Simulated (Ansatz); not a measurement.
One change: `F[SiH](F)Br` becomes `N#C[SiH](F)F`.

Ansatz, PBE0-D4/def2-TZVP geometries, multiplicity 1. 

Scalar relativity is left out up to krypton.

```
                                          property  `F[SiH](F)Br`
              HOMO–LUMO gap (PBE0/def2-TZVPP) / eV           9.58
    size of the dipole moment (PBE/def2-TZVPP) / D           1.06
           HOMO–LUMO gap (ωB97M-V/def2-TZVPP) / eV          13.72
                HOMO energy (PBE0/def2-TZVPP) / eV          -9.25
size of the dipole moment (ωB97M-V/def2-TZVPP) / D           1.14
             LUMO energy (ωB97M-V/def2-TZVPP) / eV           2.24
```

(1) Give the same properties after the change, and the shifts. (Estimate.)

Answers

(1) Computed: 
```json
{"property": "HOMO–LUMO gap (PBE0/def2-TZVPP) / eV", "`N#C[SiH](F)F`": "9.25", "shift": "-0.33"}
{"property": "size of the dipole moment (PBE/def2-TZVPP) / D", "`N#C[SiH](F)F`": "2.47", "shift": "1.41"}
{"property": "HOMO–LUMO gap (ωB97M-V/def2-TZVPP) / eV", "`N#C[SiH](F)F`": "13.69", "shift": "-0.03"}
{"property": "HOMO energy (PBE0/def2-TZVPP) / eV", "`N#C[SiH](F)F`": "-10.65", "shift": "-1.40"}
{"property": "size of the dipole moment (ωB97M-V/def2-TZVPP) / D", "`N#C[SiH](F)F`": "2.56", "shift": "1.42"}
{"property": "LUMO energy (ωB97M-V/def2-TZVPP) / eV", "`N#C[SiH](F)F`": "0.71", "shift": "-1.53"}
```

With PBE0 the HOMO falls by 1.40 eV and the LUMO falls by 1.73 eV, so the gap narrows by about 0.33 eV. PBE moves the HOMO by -1.12 eV and ωB97M-V by -1.50 eV. The zero-point energy changes by 19.2 kJ/mol with +3 modes. Dipoles are sizes alone; their direction can turn.

Spin–orbit coupling is left out; it splits and shifts lone-pair levels of the heavy atoms by tenths of an eV.
